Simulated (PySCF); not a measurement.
Input of a run (PBE0-D3(BJ)/def2-SVP geometry optimisation, gas phase, def2 core potentials past Kr (PySCF 2.14.0)), started from GFN2-xTB:
```
{"job": {"xc": "PBE0", "basis": "def2-SVP", "d3": "d3bj", "grid": 1, "maxiter": 40, "kind": "geom"}, "charge": 0, "multiplicity": 2}
Mo     0.155860     0.003080     0.000960
F      0.263350    -0.159470     1.718490
F      0.292990     0.169480    -1.714100
F      1.889140     0.004900     0.017120
F     -1.306210     1.118350    -0.191590
F     -1.295140    -1.136350     0.169120
```

Output (energies in Eh, forces in Eh/bohr):
```
step   0  E = -566.66460872  max force = 0.145393
step   1  E = -566.69623076  max force = 0.077649
step   2  E = -566.71013840  max force = 0.015594
step   3  E = -566.71402144  max force = 0.021990
step   4  E = -566.71450650  max force = 0.012090
step   5  E = -566.71708079  max force = 0.005593
step   6  E = -566.71743784  max force = 0.007112
step   7  E = -566.71769315  max force = 0.004174
step   8  E = -566.71788750  max force = 0.000998
step   9  E = -566.71792992  max force = 0.000584
step  10  E = -566.71794053  max force = 0.000588
step  11  E = -566.71795083  max force = 0.000635
step  12  E = -566.71796543  max force = 0.000582
step  13  E = -566.71797470  max force = 0.001537
step  14  E = -566.71798980  max force = 0.000962
step  15  E = -566.71798275  max force = 0.001444
step  16  E = -566.71800806  max force = 0.000859
step  17  E = -566.71801696  max force = 0.000583
step  18  E = -566.71801850  max force = 0.000239
optimisation converged
```

Summarise the run.

The energy falls by 1.453 eV over 19 energy and gradient evaluations, the largest force component goes from 0.1454 to 2.4e-04 Eh/bohr, and the atoms move by 0.364 Å rms after alignment. Among the bonds, Mo1–F2 and Mo1–F3 change most and about equally (+0.131 Å). Bonds longer at the end by more than 0.005 Å: 3 of 5; shorter: 2. Among the angles that change most is F5–Mo1–F6, from 76.2° to 111.9°. The energy rose by more than 1e-6 Eh at step 15. The first step brought 59 % of the lowering.

What are the final bond lengths?

Mo1–F2 1.860 Å, Mo1–F3 1.860 Å, Mo1–F4 1.793 Å, Mo1–F5 1.814 Å, Mo1–F6 1.802 Å. Numbering counts from 1 in the input's order; the species is `[F][Mo]([F])([F])([F])[F]` [radical].

The run used 101 basis functions and 250 SCF cycles in all. Hardware: one thread of an x86-64 server, shared host. Cost: 4.2 min of wall time.

No PBE0-D3(BJ)/def2-SVP frequencies stand behind this structure, so it isn't proved a minimum. ⟨S²⟩ = 0.753 (exact for a doublet: 0.75).

Neither the SCF state along the optimisation nor the shape of the open-shell metal species was proved the lowest: other solutions of the same spin, or a structure of lower symmetry, can lie below.
